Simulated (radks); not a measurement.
Values are calculated unless marked as measured or tabulated.
All-electron atom: Dy62+ in [He] 2s2. Level of theory: Dirac Kohn-Sham, PBE, spin-unpolarised, spherical densities, point nucleus (a radial shooting solver on a logarithmic mesh with Libxc functionals).

Unscreened Slater integrals over Kohn-Sham orbitals (eV). Large and small components are both included. Empty in this configuration: 2p1/2.

integral,value
"F0(2s1/2,2s1/2)",289.76
"F0(2s1/2,1s1/2)",414.57
"G0(2s1/2,1s1/2)",48.554
"F0(2s1/2,2p1/2)",313.66
"G1(2s1/2,2p1/2)",163.47
"F0(1s1/2,1s1/2)",1225.9
"F0(1s1/2,2p1/2)",484.79
"G1(1s1/2,2p1/2)",89.131
"F0(2p1/2,2p1/2)",353.71
